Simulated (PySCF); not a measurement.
SiHClBr₂, SMILES Cl[SiH](Br)Br.

Geometry: B3LYP-D3(BJ)/def2-SVP.

These are PySCF with TDDFT-PBE/def2-SVPD values and carry that method's errors.

Vertical excitations. Gas-phase values at a fixed geometry. State labels are in the subgroup Cs.

```csv
state,symmetry,energy (eV),λ (nm),f,main pairs
S1,A",5.50,225,0.005,HOMO→LUMO 97 %
S2,A",5.81,214,0.019,HOMO−1→LUMO 94 %
S3,A',5.82,213,0.011,HOMO−2→LUMO 98 %
S4,A',6.09,204,0.010,HOMO−3→LUMO 88 %
S5,A',6.47,192,0.023,HOMO→LUMO+1 82 %
S6,A',6.48,191,0.008,HOMO−4→LUMO 93 %
S7,A",6.48,191,0.007,"HOMO→LUMO+2 68 %, HOMO−5→LUMO 28 %"
S8,A",6.62,187,0.011,"HOMO−5→LUMO 42 %, HOMO−1→LUMO+2 36 %, HOMO−2→LUMO+1 11 %, HOMO→LUMO+2 9 %"
S9,A",6.67,186,0.002,"HOMO−2→LUMO+1 52 %, HOMO−1→LUMO+2 42 %"
S10,A',6.68,185,0.019,HOMO−1→LUMO+1 94 %
T1,A",5.18,240,0,HOMO→LUMO 99 %
T2,A",5.42,229,0,HOMO−1→LUMO 99 %
T3,A',5.46,227,0,HOMO−2→LUMO 99 %
T4,A',5.73,216,0,HOMO−3→LUMO 98 %
```
Triplets are in the Tamm–Dancoff approximation, which puts them higher than full response would, so one can lie above its singlet here.
